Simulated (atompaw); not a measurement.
## dysprosium (Dy) PAW (atompaw): all-electron and pseudo phase curves

atompaw 4.2.0.5 input, output lines left out:

```
Dy 66
GGA-PBESOL scalarrelativistic loggrid 2001 logderivrange -6 5 276
6 6 5 4 0 0
6 0 1.5
6 1 0.5
5 2 1
4 3 9
0 0 0
c
c
c
c
v
v
c
c
c
v
v
c
c
v
c
2
3.00 2.50 2.65 2.10
n
n
y
0.4
n
custom rrkj gramschmidtortho sinc
bessel
2.05
3.00
2.60
3.00
2.40
3.00
```

The phase is arctan(r·u′/u) with u = r·R(r), unwrapped; energies in Ry, scanned from -6 to 5 Ry. A pole is an energy at which the radial function vanishes at the test radius. The pseudo phase is shifted by a multiple of π to meet the all-electron one at the reference energy, and phase errors are pseudo minus all-electron; the curves can meet again beyond the range given. Levels narrower than the energy grid can be missing from the lists of poles.

Question: For each channel, where are the poles, and over which energies does the pseudopotential scatter like the atom?

Answer:

```
channel  radius (bohr)  reference energy (Ry)  poles, all-electron  poles, pseudo  unbroken range about the reference energy with phases within 0.05 rad  phase error 1 Ry above the reference energy (rad)
      s           3.00                  -0.34          -3.91, 1.90    -3.91, 1.68                                                              below 2.4                                             -0.015
      p           3.00                  -0.12          -2.05, 3.18    -2.05, 3.37                                                        the whole range                                             +0.016
      d           3.00                  -0.21                 0.40           0.40                                                        the whole range                                             +0.000
```

Phases in the p channel:

```
E (Ry)  all-electron  pseudo
 -6.00         1.425   1.426
 -5.76         1.422   1.422
 -5.52         1.418   1.419
 -5.28         1.414   1.415
 -5.04         1.409   1.410
 -4.80         1.404   1.405
 -4.56         1.399   1.399
 -4.32         1.393   1.393
 -4.08         1.385   1.386
 -3.84         1.377   1.377
 -3.60         1.367   1.367
 -3.36         1.354   1.355
 -3.12         1.338   1.339
 -2.88         1.313   1.314
 -2.64         1.268   1.269
 -2.40         1.126   1.127
 -2.16        -1.238  -1.238
 -1.92        -1.675  -1.675
 -1.68        -1.750  -1.749
 -1.44        -1.791  -1.791
 -1.20        -1.827  -1.827
 -0.96        -1.864  -1.864
 -0.72        -1.908  -1.908
 -0.48        -1.965  -1.965
 -0.24        -2.044  -2.044
  0.00        -2.167  -2.166
  0.24        -2.375  -2.374
  0.48        -2.758  -2.753
  0.72        -3.363  -3.349
  0.96        -3.898  -3.882
  1.20        -4.202  -4.188
  1.44        -4.370  -4.358
  1.68        -4.473  -4.461
  1.92        -4.541  -4.530
  2.16        -4.591  -4.579
  2.40        -4.629  -4.617
  2.64        -4.659  -4.647
  2.88        -4.685  -4.672
  3.12        -4.707  -4.693
  3.36        -4.728  -4.712
  3.60        -4.747  -4.729
  3.84        -4.766  -4.745
  4.08        -4.785  -4.761
  4.32        -4.804  -4.777
  4.56        -4.826  -4.793
  4.80        -4.850  -4.810
```
